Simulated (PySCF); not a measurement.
Identify the unknown among the candidates.

All candidates are C2H10OSi2.

* Rotational structure: rotational constants A, B, C: 6.472, 1.474, 1.267 GHz [GFN2-xTB]
* UV, first state: lowest singlet excitation: 6.86 eV (181 nm, f = 0.003) [TDDFT PBE0/def2-SVPD]
* 13C NMR: chemical shifts (computed TMS as zero) by class: 65.7 (1 C), 15.8 (1 C) ppm [GIAO PBE0/pcSseg-1]
* Dipole: 1.52 D [PBE0/def2-SVPD]
* NMR, other nuclei: isotropic shieldings of nuclei other than C and H, by class: 312 (1 O), 387 (1 Si), 426 (1 Si) ppm [GIAO PBE0/pcSseg-1]
* 1H NMR: chemical shifts (computed TMS as zero) by class: 4.87 (3 H), 3.95 (2 H), 3.86 (3 H), 1.24 (2 H) ppm [GIAO PBE0/pcSseg-1]

Electronic properties: PySCF, gas phase, density fitting. Levels stand in brackets. One conformer (not necessarily the lowest) at the GFN2-xTB geometry, without solvent, vibrations or thermal averaging. NMR classes are plain means over equivalent atoms (diastereotopic ones count apart unless rotation or inversion swaps them), as if these changed places fast.

Question: Which candidate is it?
A. `COC([SiH3])[SiH3]`
B. `COC[SiH2][SiH3]`
C. `OCC([SiH3])[SiH3]`
D. `CC[SiH2]O[SiH3]`
E. `[SiH3]CCO[SiH3]`

Answer: E. It is `[SiH3]CCO[SiH3]`. Numbering: `[SiH3:1][CH2:2][CH2:3][O:4][SiH3:5]`. Its formula, C2H10OSi2, gives 0 degrees of unsaturation, so no ring and no π bond. 2 carbons fall into 2 classes; from least to most shielded: sp3 carbon bound to oxygen [C3] (65.7 ppm), sp3 carbon bound to silicon [C2] (15.8 ppm). Hydrogen classes from least to most shielded: 3 H on an oxygen-bound silicon, Si5 (4.87 ppm), 2 H on an sp3 carbon bound to oxygen, C3 (3.95 ppm), 3 H on an SiH3 silicon, Si1 (3.86 ppm), 2 H on an sp3 carbon bound to silicon, C2 (1.24 ppm, a mean of values up to 0.6 ppm apart in this geometry). The other shieldings belong to: 312 ppm, silyl ether oxygen [O4]; 387 ppm, oxygen-bound silicon [Si5]; 426 ppm, SiH3 silicon [Si1]. The optimised geometry has point group C1 and is an asymmetric top.

The others, at the same levels:
- `CC[SiH2]O[SiH3]` fails: its computed 13C shifts are 11.7 (1 C), 6.4 (1 C) ppm, 1H shifts are 5.14 (3 H), 5.04 (2 H), 1.06 (2 H), 0.94 (3 H) ppm and rotational constant A is 11.132 GHz (against 6.472 GHz).
- `COC[SiH2][SiH3]` fails: its computed 13C shifts are 65.4 (1 C), 63.1 (1 C) ppm, 1H shifts are 3.99 (2 H), 3.53 (3 H), 3.40 (3 H), 3.32 (2 H) ppm and rotational constant A is 4.466 GHz (against 6.472 GHz).
- `COC([SiH3])[SiH3]` fails: its computed 13C shifts are 62.2 (1 C), 60.8 (1 C) ppm, 1H shifts are 3.95 (6 H), 3.52 (3 H), 2.95 (1 H) ppm and lowest singlet excitation is 6.10 eV (203 nm, f = 0.041) (against 6.86 eV).
- `OCC([SiH3])[SiH3]` fails: its computed 13C shifts are 67.4 (1 C), 11.2 (1 C) ppm, 1H shifts are 3.97 (2 H), 3.86 (6 H), 0.65 (1 H), 0.32 (1 H) ppm and rotational constant A is 3.640 GHz (against 6.472 GHz).

Each candidate is one conformer, not necessarily the lowest. Dipoles, sizes and rotational constants follow the conformer. The torsions of the flexible species, by atom-mapped SMILES:
- `[SiH3:1][CH2:2][CH2:3][O:4][SiH3:5]`: Si1–C2–C3–O4 37°, C2–C3–O4–Si5 168°
- `[CH3:1][CH2:2][SiH2:3][O:4][SiH3:5]`: C1–C2–Si3–O4 180°
- `[CH3:1][O:2][CH2:3][SiH2:4][SiH3:5]`: C1–O2–C3–Si4 -179°, O2–C3–Si4–Si5 41°
- `[CH3:1][O:2][CH:3]([SiH3:4])[SiH3:5]`: C1–O2–C3–Si4 145°
- `[OH:1][CH2:2][CH:3]([SiH3:4])[SiH3:5]`: O1–C2–C3–Si4 41°, H–O1–C2–C3 62°
